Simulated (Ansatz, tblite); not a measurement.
Spin states of the cluster Bi3 (the lowest doublet isomer of a short search), each relaxed with PBE0-D4/def2-SVP in Ansatz. Electronic energies in the gas phase.

In the def2 sets Bi takes a core potential; there is no spin–orbit coupling. The xTB rows come from tblite. HSE06 is defined as in plane-wave codes, on full-range PBE exchange. The structure comes from a short search, and lower isomers may exist.

Doublet geometry (C2v within 0.1 Å):

Cartesian coordinates in Å:
```
Bi -1.4596 -0.1717 -0.8920
Bi 0.5556 -1.1536 1.1488
Bi 0.9040 1.3253 -0.2568
```

Quartet geometry (D3h within 0.1 Å):

```xyz
3

Bi    1.5853    0.3805    0.6433
Bi   -0.7615    1.0809   -1.1504
Bi   -0.8237   -1.4614    0.5071
```

⟨S²⟩: doublet 0.95 at PBE0-D4/def2-TZVP (pure 0.75), quartet 3.76 at PBE0-D4/def2-TZVP (pure 3.75).

Run but left out: HF/def2-SVP, HF/def2-TZVP, ωB97X-V/def2-TZVP, ωB97M-V/def2-TZVP, MP2/def2-SVP, MP2/def2-TZVP, CCSD/def2-SVP, CCSD(T)/def2-SVP (doublet: ⟨S²⟩ 1.08 to 1.58, where a pure state has 0.75).

Only these spin states were relaxed.

| level | quartet − doublet (kJ/mol) | lowest of these | remarks |
| --- | --- | --- | --- |
| GFN1-xTB | 154.9 | doublet | – |
| GFN2-xTB | 146.9 | doublet | – |
| PBE-D4/def2-TZVP | 122.3 | doublet | – |
| revPBE-D4/def2-TZVP | 113.6 | doublet | – |
| r2SCAN-D4/def2-TZVP | 104.0 | doublet | spin-contaminated (⟨S²⟩ 0.98) (doublet) |
| r2SCANh-D4/def2-TZVP | 100.4 | doublet | spin-contaminated (⟨S²⟩ 1.04) (doublet) |
| PBE0-D4/def2-TZVP | 104.7 | doublet | spin-contaminated (⟨S²⟩ 0.95) (doublet) |
| HSE06-D4/def2-TZVP | 105.3 | doublet | spin-contaminated (⟨S²⟩ 0.94) (doublet) |

Change of the quartet − doublet gap on mixing in exact exchange, in kJ/mol: PBE to PBE0 (25 % exact exchange) -17.6; r2SCAN to r2SCANh (10 % exact exchange) -3.6.

The xTB methods have no term that favours high spin, so they put low spin too low.
